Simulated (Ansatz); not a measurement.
Input for Ansatz (an electronic-structure program): U-wB97X-V/def2-TZVPP on CH5MgN (SMILES [CH3][Mg][NH2]), a point of a bond scan (R = 1.112 Å).

Ansatz 0.2 input:
```yaml
crystal:
  periodic: [false, false, false]
  atoms:
    - {symbol: Mg, position_ang: [0.00826456, -0.04712997, 0.03044101]}
    - {symbol: C, position_ang: [-0.28026958, 1.67368275, -1.11114769]}
    - {symbol: H, position_ang: [-1.04623442, 2.32029198, -0.67380073]}
    - {symbol: H, position_ang: [-0.60167589, 1.43347148, -2.12823459]}
    - {symbol: H, position_ang: [0.63653762, 2.26428122, -1.18905058]}
    - {symbol: N, position_ang: [0.26979219, -1.61137839, 1.07033147]}
    - {symbol: H, position_ang: [0.94456780, -2.46123101, 0.82911879]}
    - {symbol: H, position_ang: [-0.17795435, -1.83096121, 1.94931248]}
basis:
  gaussian:
    orbitals: def2-TZVPP
hamiltonian:
  xc: {name: wB97X-V}
magnetization: {spin_polarized: true, initial_magnetization: 0}
```

Question: Predict the final total energy.

Answer: -295.9221 hartree.

Question: How many basis functions does it have, and what does it roughly cost on one machine?

Answer: 164 functions; around 16 core-seconds (rough).
